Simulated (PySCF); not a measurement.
Geometry:
```csv
atom,x (Å),y (Å),z (Å)
C1,2.512,-0.305,0.118
C2,1.108,-0.755,0.021
N3,0.712,-1.997,-0.057
N4,-0.618,-2.019,-0.128
C5,-1.034,-0.784,-0.092
C6,-2.448,-0.327,-0.142
F7,-3.317,-1.325,-0.206
F8,-2.677,0.474,-1.204
F9,-2.769,0.415,0.940
N10,0.025,0.078,0.000
C11,-0.018,1.513,0.067
H12,2.674,0.266,1.032
H13,3.150,-1.183,0.129
H14,2.777,0.318,-0.736
H15,-0.571,1.910,-0.786
H16,-0.511,1.833,0.986
H17,0.998,1.901,0.048
```

Computational details: geometry: GFN2-xTB, σ from GIAO-PBE0/pcSseg-1, in PySCF 2.14.0 with density-fitted response routines (fast rotation and ring inversion assumed for equivalent nuclei, non-relativistic Hamiltonian, no solvent model, single conformer).

References, each an isolated molecule treated in the same way: ¹³C and ¹H vs TMS; ¹⁵N vs NH3; ¹⁹F against CFCl3.

```csv
atoms,nucleus,count,Hirshfeld charge,δ (ppm)
H12/H13/H14,¹H,3,0.06,2.58
N4,¹⁵N,1,-0.15,?
C6,¹³C,1,0.26,129.5
C2,¹³C,1,0.10,?
C11,¹³C,1,-0.05,?
C5,¹³C,1,0.04,150.2
H15/H16/H17,¹H,3,0.06,3.80
N10,¹⁵N,1,-0.01,188.8
N3,¹⁵N,1,-0.16,357.5
C1,¹³C,1,-0.11,12.5
F7/F8/F9,¹⁹F,3,-0.09,-80.9
```

Task: Estimate the values marked ?.

Result: 
- C2: 156.0 ppm, substituted aromatic carbon next to a ring nitrogen
- C11: 30.3 ppm, methyl carbon bonded to N; deshielded by the electronegative neighbour
- N4: 375.1 ppm, pyridine-type nitrogen of an azole

Shifts are as computed. Against solution values, carbons near 30 ppm lie about +3 ppm off and those near 130 ppm about +5 ppm. Of 1211 compounds with measured shifts, 218 miss one by over three times the rms of a fit or turn the order of signals round; such compounds aren't used in these exercises. Unscaled 19F shifts against computed CFCl3 carry errors that often reach 10 to 50 ppm. Experimental scales use liquid or dissolved standards, which lie at an offset from isolated NH3 (liquid NH3: subtract about 20 ppm). Unscaled 15N shifts of sp2 nitrogen come out 20 to 40 ppm too high even then.
